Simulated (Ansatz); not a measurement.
The cluster Zr₄O₈⁻. Total charge -1; doublet. Geometry PBE-D4/def2-SVP, basis def2-SVP, Ansatz.

```xyz
12

Zr   -0.767    1.421    2.591
Zr   -1.819   -0.687    0.176
Zr    1.308    0.652    0.012
Zr    0.676   -1.217   -2.376
O     1.846   -1.088   -0.677
O     0.669    1.430   -1.721
O     0.658    0.743   -3.016
O    -1.596   -2.144    1.162
O    -0.825    0.970    4.322
O     1.045   -2.431   -3.641
O    -2.274    0.786    1.407
O     1.079    1.564    1.761
```

```json
{"run": "A", "HOMO (eV)": "-1.24", "LUMO (eV)": "-0.23"}
{"run": "B", "HOMO (eV)": "-1.67", "LUMO (eV)": "-0.07"}
{"run": "C", "HOMO (eV)": "-1.83", "LUMO (eV)": "0.19"}
{"run": "D", "HOMO (eV)": "-1.05", "LUMO (eV)": "-0.38"}
```

In the def2 sets Zr takes a core potential; there is no spin–orbit coupling. B3LYP takes the VWN-RPA correlation. The structure holds one bond between oxygen atoms, so isomers without such links may lie far lower. Another isomer (doublet) lies 8.21 eV lower at PBE0-D4/def2-SVP; other spin states weren't run for this one.

HOMO and LUMO are taken over both spins.

Question: The runs used B3LYP, PBE, PBE0, r2SCAN. Estimate which is which.

Answer: A r2SCAN (0 % exact exchange); B B3LYP (20 % exact exchange); C PBE0 (25 % exact exchange); D PBE (0 % exact exchange). Exact exchange lowers occupied and raises empty levels; among semilocal functionals meta-GGAs tend to open the gap a little, and such runs are hard to tell apart. The gap grows from 0.67 eV (PBE) to 2.03 eV (PBE0).
